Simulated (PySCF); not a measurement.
# Energy profile

The step: SiHF₃ ([F][SiH]([F])[F]) + NH₃ → SiNH₂F₃ ([NH2][Si]([F])([F])[F]) + H₂; bonds formed: H2–H6; dative contacts that become bonds: Si1–N7; bonds broken: Si1–H2, H6–N7 (atoms numbered as in the saddle structure below).

```xyz
9
angstrom
Si -0.6455 -0.3712 -0.0984
H 0.6523 -1.3372 0.5801
F -0.6028 -1.3879 -1.3168
F -1.4115 -0.6634 1.2610
F -1.7039 0.6668 -0.7227
H 1.1105 -0.3598 0.4526
N 0.7749 0.7805 0.0249
H 0.6707 1.5547 0.6729
H 1.1553 1.1176 -0.8537
```

Electronic energies by CCSD(T) at an estimated basis limit (MP2 extrapolated from triple and quadruple zeta, plus CCSD(T) − MP2 in triple zeta), on PBE0-D4/def2-TZVP structures; SiNH$_{4}$F$_{3}$, closed shell; no counterpoise correction. Computed with PySCF 2.14 with density fitting (its default auxiliary sets; JK sets also for MP2 and CCSD(T)) (basis: def2-TZVPP and def2-QZVPP); correlated methods freeze the cores. Extrapolation: Hartree–Fock as exp(−7.88 √X), correlation as X^−2.97.

(1) Give the profile in eV, counted from the separated reactants. (To be estimated.)

T1 diagnostic: at most 0.012.

Results:

(1) The calculation gives:
```csv
point,eV
"separated: SiHF$_{3}$ (linked as [F][SiH]([F])[F]; Si1, H2, F3, F4, F5; singlet) + NH$_{3}$ (H6, N7, H8, H9; singlet)",0.000
start structure,-0.276
saddle,1.713
end structure,-0.560
"separated: SiNH$_{2}$F$_{3}$ (linked as [NH2][Si]([F])([F])[F]; Si1, F3, F4, F5, N7, H8, H9; singlet) + H$_{2}$ (H2, H6; singlet)",-0.541
```

For scale, one of the runs: CCSD(T)/def2-TZVPP, 222 basis functions, launched by `OMP_NUM_THREADS=4 python run.py`. The run took 16 min on 4 CPU threads of an Arm Neoverse V2 (shared host), with 4.6 GiB of host memory at its peak.
